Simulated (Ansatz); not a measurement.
Abridged output of a molecular run in Ansatz:

```
Functional definition: HF
1486 factors; integrals over basis functions are off by at most 1.3e-3 eV
mean field evaluation 1: about -17369.6181 eV, gradient 3.6e1 eV
mean field evaluation 2: about -17369.8530 eV, gradient 3.7e1 eV
mean field evaluation 4: about -17373.0323 eV, gradient 4.7e0 eV
mean field evaluation 8: about -17373.0952 eV, gradient 2.5e-1 eV
mean field -17373.09552250 eV, -638.4494845448 hartree, gradient 1.7e-6 eV, S^2 0.000000; 0 other end points of the search recorded, 0 dependent functions left out
9 core orbitals not correlated: weight in the atoms' cores, before any rotation towards them, 1.000 or more for the frozen orbitals, at most 0.000 for the correlated occupied ones
reference -17373.09552250 eV, -638.4494845448 hartree; 15, 15 occupied and 226, 226 virtual orbitals, 1486 factors
second order -23.71663168 eV of doubles, -0.00000000 eV of singles
cycle   1  -24.35694774 eV  change   -6.4e-1 eV  update   1.0e-1
cycle   2  -24.90756542 eV  change   -5.5e-1 eV  update   2.9e-2
cycle   3  -25.03385762 eV  change   -1.3e-1 eV  update   1.6e-2
cycle   4  -25.02274154 eV  change    1.1e-2 eV  update   4.2e-3
cycle   5  -25.02158481 eV  change    1.2e-3 eV  update   2.1e-3
cycle   6  -25.02219403 eV  change   -6.1e-4 eV  update   6.1e-4
cycle   7  -25.02187687 eV  change    3.2e-4 eV  update   2.1e-4
cycle   8  -25.02187761 eV  change   -7.5e-7 eV  update   6.2e-5
cycle   9  -25.02189397 eV  change   -1.6e-5 eV  update   2.3e-5
perturbative correction -0.98870156 eV, -0.0363341121 hartree
Total energy: -17399.10611803 eV, -639.4053562998 hartree
```

Its atoms:

```xyz
11

C     0.211   -1.186    0.960
C     0.241   -0.558   -0.411
O    -0.764    0.446   -0.511
B    -0.456    1.735   -0.661
Cl   -1.766    2.902   -0.754
H     0.942   -1.996    1.016
H    -0.777   -1.597    1.174
H     0.453   -0.451    1.730
H     0.022   -1.300   -1.183
H     1.222   -0.121   -0.625
H     0.672    2.126   -0.736
```

Q: Which basis set was used?
A. def2-TZVPP
B. cc-pV(Q+d)Z
C. def2-SVP
D. def2-SVPD

A: A. It gives 250 functions.

Q: Write the keys of the input that set method, charge and spin (a neutral closed shell needs none for the last two).

A: 
```yaml
correlation: {method: ccsd_t}
```
